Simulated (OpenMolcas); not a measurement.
# Ionisation energies of oxygen

| Property | Result |
| --- | --- |
| Program | OpenMolcas 26.06 |
| Basis | ANO-RCC-VQZP [5s4p3d2f1g] |
| Scalar Hamiltonian | DKH2, point nucleus |
| Spin-orbit coupling | RASSI with atomic mean-field integrals over the reference wave functions, term energies averaged over their components |

Active shells in each charge state: the valence s, p shells, with orbitals averaged over the low states. Where CASPT2's correlated closed shells are named, they are those of the first ion.

A. CASSCF
B. SS-CASPT2, IPEA 0.25 Eh, imaginary shift 0.1 Eh (closed shells correlated: 1s)
C. SS-CASPT2, IPEA 0 Eh, imaginary shift 0.1 Eh (closed shells correlated: 1s)

Energies in eV between the lowest computed levels (charge -1 gives the electron affinity), named as in B; reference values from the NIST Atomic Spectra Database with their kind.

| From | To | A | B | C | Spin-orbit share in B | Reference |
| --- | --- | --- | --- | --- | --- | --- |
| O- 2s² 2p⁵ ²P°_3/2 | O 2s² 2p⁴ ³P₂ | -0.544 | 1.420 | 1.393 | -0.002 |  |
| O 2s² 2p⁴ ³P₂ | O+ 2s² 2p³ ⁴S°_3/2 | 11.891 | 13.377 | 13.361 | +0.009 | 13.618 (measured) |
| O+ 2s² 2p³ ⁴S°_3/2 | O2+ 2s² 2p² ³P₀ | 33.907 | 35.026 | 35.089 | -0.026 | 35.121 (measured) |
| O2+ 2s² 2p² ³P₀ | O3+ 2s² 2p ²P°_1/2 | 53.708 | 54.752 | 54.806 | -0.004 | 54.936 (semi-empirical) |
| O3+ 2s² 2p ²P°_1/2 | O4+ 2s² ¹S₀ | 76.133 | 77.168 | 77.216 | +0.030 | 77.413 (measured) |
| O4+ 2s² ¹S₀ | O5+ 2s ²S_1/2 | 113.733 | 113.785 | 113.786 | +0.000 | 113.899 (measured) |
| O5+ 2s ²S_1/2 | O6+ 1s² ¹S₀ | 137.990 | 138.026 | 138.027 | +0.000 | 138.119 (semi-empirical) |

Error against the reference values, in %:

```tsv
From	Reference	A	B	C
O	measured	-12.7	-1.8	-1.9
O+	measured	-3.5	-0.3	-0.1
O2+	semi-empirical	-2.2	-0.3	-0.2
O3+	measured	-1.7	-0.3	-0.3
O4+	measured	-0.1	-0.1	-0.1
O5+	semi-empirical	-0.1	-0.1	-0.1
```

Mean absolute error over the 4 measured values: A 1.10 eV, B 0.17 eV, C 0.15 eV.

No diffuse functions were added, so the electron affinity comes out too small, and without dynamic correlation a bound anion can come out unbound.

° marks odd parity.
